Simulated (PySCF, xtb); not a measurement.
C₂H₉NOSi₂, SMILES [SiH3]N[SiH2]OC=C. The values are those of a single conformer.

Harmonic wavenumbers (cm⁻¹) from GFN2-xTB (xtb) at its own minimum, in rising order: 17, 42, 49, 89, 149, 169, 248, 355, 424, 533, 576, 580, 618, 679, 714, 744, 757, 777, 786, 802, 826, 832, 986, 1004, 1023, 1191, 1205, 1314, 1377, 1696, 2211, 2250, 2263, 2277, 2322, 3018, 3126, 3165, 3459.

**Question.** What does PBE-D3(BJ)/def2-SVP (PySCF) give at its own minimum? (Estimate from the structure and the level; the computed values follow.)

**Answer.** 38, 45, 63, 84, 148, 210, 271, 412, 458, 578, 600, 689, 696, 728, 738, 808, 811, 872, 892, 902, 920, 924, 941, 967, 1000, 1160, 1189, 1291, 1357, 1670, 2144, 2155, 2183, 2192, 2218, 3038, 3100, 3207, 3488. Paired by order, the mean absolute difference is 49 cm⁻¹ and the zero-point energies are 63.8 and 64.6 kcal/mol.
